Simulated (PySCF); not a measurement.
# Working out the electron affinity of In

In⁻ [Kr] 4d10 5s2 5p2 (3P) → In [Kr] 4d10 5s2 5p1 (2P). All numbers are calculated (PySCF 2.14, scalar relativity through the core potential, in def2-TZVPPD with the def2 core potential (28 electrons) (7s5p4d2f, 56 functions)). Frozen: 4s2 4p6 4d10. Energies in hartree (1 hartree = 27.21139 eV):

```csv
part,In⁻ (lower),In (upper)
UHF,-189.209912,-189.210090
CCSD correlation,-0.051905,-0.041446
(T),-0.001797,-0.000744
```

Task: What does Hartree-Fock give?

Result: (-189.210090) − (-189.209912) = -0.000178 hartree = -0.005 eV.

Task: What do CCSD and CCSD(T) give?

Result: The CCSD correlation energies differ by 0.010459 hartree = 0.285 eV and the triples by 0.001053 hartree = 0.029 eV, so CCSD gives 0.280 eV and CCSD(T) 0.309 eV.

Reference: 0.384 eV (measured; photodetachment measurements, as compiled on the Wikipedia data page of electron affinities), between the lowest levels; spin-orbit coupling is absent from the calculation.

What remains against the reference includes basis incompleteness, the frozen core and higher excitations.
